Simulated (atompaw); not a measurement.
**tin: one change to a PAW (atompaw) potential, before and after**

atompaw 4.2.0.5 input, output lines left out:

```
Sn 50
GGA-PBE scalarrelativistic loggrid 1500 logderivrange -10 5 376
5 5 4 0 0 0
5 1 0
0 0 0
c
c
c
c
v
c
c
v
v
c
v
2
2.25 2.25 2.25 1.50
y
-0.85
n
n
y
-1.2
n
custom rrkj vanderbiltortho besselshape
3 0.5 ultrasoft
2.25
2.25
0.95
1.90
1.50
2.25
```

Change: reference 4p6 4d10 5s2 5p2.

Cutoffs: the cutoffs (Ry, on a coarse ladder) from which the occupation-weighted sum of valence levels, in a spherical-Bessel basis at the reference potential, stays within 10 and 1 mRy of its value at 400 Ry; they do not see the model core or the augmentation charge, which bear on the density cutoff.

**Question.** What does the change do?

**Answer.** The potential gets neither clearly harder nor softer (90 Ry and 180 Ry → 90 Ry and 180 Ry); the range in which the s phases agree narrows (upper end at the end of the scan → 1.9); the range in which the p phases agree widens (upper end 2.2 → 4.1); neither file shows a bound ghost.

```csv
quantity,base,changed
"cutoff, loose",90 Ry,90 Ry
"cutoff, tight",180 Ry,180 Ry
bound ghosts,none,none
s: phases at 2.26 bohr within 0.05 rad from the reference energy up to (Ry; the scan ends near 5),to the end of the scan,1.9
p: phases at 2.26 bohr within 0.05 rad from the reference energy up to (Ry; the scan ends near 5),2.2,4.1
d: phases at 2.26 bohr within 0.05 rad from the reference energy up to (Ry; the scan ends near 5),0.4,-0.4
lowest overlap eigenvalue by channel,"s 0.35, p 0.53, d 0.52","s 0.35, p 0.53, d 0.09"
```

 The cutoffs see the waves, projectors and local potential, not the compensation charge or the core.
